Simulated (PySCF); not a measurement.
phosphorus nitride (NP), SMILES N#P.

Coordinates come from a r2SCAN-D4/def2-TZVPD optimisation.

Vertical ionisation energy (IE) and electron affinity (EA) in eV. Rows of orbital energies are one-electron estimates. Where ΔSCF, EOM or ADC give a negative EA the extra electron is unbound and the value depends on the basis.

```tsv
level	IE	EA
−ε(HOMO), −ε(LUMO), ωB97X/def2-TZVPD (PySCF)	11.81	0.21
−ε(HOMO), −ε(LUMO), B3LYP/def2-TZVPD (PySCF)	9.05	2.65
EOM-CCSD/aug-cc-pVDZ (PySCF)	11.74	-0.30
ADC(2)/aug-cc-pVDZ (PySCF)	10.36	-0.17
```

### Question
Beyond the first one, list the lowest photoelectron lines from ADC(2)/aug-cc-pVDZ (PySCF) with their pole strengths (two spins summed). (The exact figures need the calculation; the answer reports its results.)

### Answer
11.95 eV (1.72), 11.95 eV (1.72), 15.80 eV (1.70).
